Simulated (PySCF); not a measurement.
Species: C5H14Si2.
Numbering: `[CH3:1][CH:2]([CH3:3])[SiH2:4]/[CH:5]=[CH:6]/[SiH3:7]`

Cartesian coordinates in Å at the PBE0-D3(BJ)/def2-SVP level; atoms count from 1:
```
atom  x, y, z in Å
C1    -1.5709   -0.2527   -1.3250
C2    -1.9108   -0.2706    0.1642
C3    -3.3344    0.2159    0.4314
Si4   -0.6494    0.7253    1.1716
C5     1.0929    0.0865    0.8924
C6     2.0848    0.8072    0.3371
Si7    3.8122    0.1510    0.0293
H8    -2.2729   -0.8791   -1.9007
H9    -0.5527   -0.6225   -1.5224
H10   -1.6346    0.7692   -1.7353
H11   -1.8244   -1.3114    0.5305
H12   -4.0730   -0.3995   -0.1095
H13   -3.5922    0.1784    1.5016
H14   -3.4702    1.2570    0.0940
H15   -0.6870    2.1658    0.7587
H16   -0.9994    0.6309    2.6262
H17    1.3110   -0.9525    1.1843
H18    1.8715    1.8464    0.0445
H19    3.8818   -1.2718    0.4815
H20    4.1560    0.2254   -1.4255
H21    4.8298    0.9574    0.7732
```

A calculation gives these core lines: C 1s: 289.94 (area 1), 289.96 (area 1), 290.03 (area 1), 290.46 (area 2) eV; Si 1s: 1845.86 (area 1), 1846.31 (area 1) eV; Si 2p3/2: 106.09 (area 1), 106.54 (area 1) eV.

Theory: PySCF, delta-SCF UKS SCAN, pcX-2 on the ionised atom, pcseg-1 elsewhere, spin-free X2C. The structure is a single PBE0-D3(BJ)/def2-SVP conformer in the gas phase; no vibrational or solvent corrections.

Which silicon gives which Si 1s line?

1845.86 eV: Si4 (SiH2 silicon); 1846.31 eV: Si7 (SiH3 silicon). The listed Si 1s values span 0.45 eV, from Si4 (bonded to 2 C and 2 H) to Si7 (bonded to C and 3 H). Summing the Pauling electronegativity differences to the bonded atoms, each weighted by its formal bond order, gives +1.90 for the lowest site and +1.55 for the highest; the largest sum, +1.90, belongs to Si4, 0.45 eV below the top. The smallest sum, +1.55, belongs to Si7, 0.45 eV above the lowest.

Which silicon gives which Si 2p3/2 line?

106.09 eV: Si4 (SiH2 silicon); 106.54 eV: Si7 (SiH3 silicon). Lowest listed Si 2p3/2: Si4, bonded to 2 C and 2 H. Highest, 0.45 eV above it: Si7, bonded to C and 3 H. Summing the Pauling electronegativity differences to the bonded atoms, each weighted by its formal bond order, gives +1.90 for the lowest site and +1.55 for the highest; the largest sum, +1.90, belongs to Si4, 0.45 eV below the top. The smallest sum, +1.55, belongs to Si7, 0.45 eV above the lowest.

Bonded neighbours of each site: C1/C3: C and 3 H; C2: 2 C, H and Si; Si4: 2 C and 2 H; C5: C (double bond), H and Si; C6: C (double bond), H and Si; Si7: C and 3 H.

Which photon energy gives electrons from C 1s of C1/C3 a kinetic energy of 200 eV, and what is their de Broglie wavelength?

hν = 290.46 + 200 = 490.46 eV, recoil neglected; λ = 12.264 Å/√(E/eV) = 0.87 Å.

One atom of each set of topologically equivalent atoms was ionised and stands for the set; in this conformer not all members are related by symmetry, and their own values weren't computed. For 2p shells one spin-free hole was relaxed; a mean-field spin–orbit operator and the ground-state splitting of the three 2p orbitals were then diagonalised within the shell. The shell's mean is (2 × 2p3/2 + 2p1/2)/3, and the degeneracies 2j + 1 give areas of 2:1. 2p1/2 minus 2p3/2 (ligand field included): Si 0.62 eV.

The run took 2.1 min wall on one thread of an Arm Neoverse V2, no GPU (shared host).
